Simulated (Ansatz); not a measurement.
Process, species as SMILES: [B]O → [B]O as doublet, charge +1 + e-
Structures are relaxed separately at B3LYP-D3(BJ)/def2-TZVP in Ansatz (a first-principles code).
Geometry of the first species:
```
O
H 1 0.9660
B 1 1.2954 2 125.16
```
Charge 0, spin multiplicity 1.

Quantity: adiabatic ionisation energy (electronic energy difference), in eV. Correlated levels leave the core frozen unless marked. UHF or UKS for open shells. Spin-orbit coupling is left out. Non-relativistic. Basis-set limits of correlation are two-point, X^-3; Hartree-Fock from the larger set.

CCSD(T)/CBS(aug-cc-pVTZ,aug-cc-pVQZ) (Ansatz) gives 9.73 eV.

Problem. Another calculation gave 9.49 eV. Which level was it?
A) r2SCANh/def2-TZVPD (Ansatz)
B) BHLYP/def2-TZVPD (Ansatz)
C) wB97M-V/def2-TZVPD (Ansatz)

Solution. B, BHLYP/def2-TZVPD (Ansatz). The others give 9.71 (wB97M-V), 9.33 (r2SCANh) eV.
